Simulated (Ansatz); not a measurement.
Gas-phase electronic energies from Ansatz, PBE0-D4/def2-TZVP geometries. CCSD(T)/CBS adds triple-zeta CCSD(T) − MP2 to the extrapolated MP2 energy (def2 sets, frozen cores). Functionals use def2-TZVPP. For Mg outer-core shells are correlated without core-valence functions, which leaves a few kJ/mol of doubt a bond. One conformer a species, not always the lowest.

Consider the redistribution: `[NH2][MgH]` + `[SiH3][SiH2]O[SiH2]S` → `[NH2][Mg][SH]` + `[SiH3]O[SiH2][SiH3]`.

```
             level  ΔE (kJ/mol)
         r2SCAN-D4        -61.6
           ωB97X-V        -60.1
           ωB97M-V        -58.3
            r2SCAN        -63.4
              PBE0        -63.2
CCSD(T)/def2-TZVPP        -64.0
    MP2/def2-QZVPP        -66.9
SCS-MP2/def2-QZVPP        -69.0
```

Problem. What does CCSD(T)/CBS give? (An estimate is asked.)

Solution. The calculation gave: -66.0 kJ/mol. The listed levels differ from it by 4.4, 5.9, 7.7, 2.6, 2.8, 2.0, -0.9, -3.0 kJ/mol.

Largest T1 diagnostic among the species: 0.012.

In def2-TZVPP, CCSD(T) changes the Hartree–Fock value by +14.5 kJ/mol (the triples alone add +3.0 kJ/mol) and MP2 by +13.1 kJ/mol. The D4 term adds +10.3 kJ/mol with B3LYP and +5.8 kJ/mol with PBE0; it sums over pairs of atoms, weighted by their polarisabilities, and B3LYP, whose exchange is more repulsive, gets the larger term.

B3LYP here is the variant with VWN-RPA as its local correlation; programs differ in this.
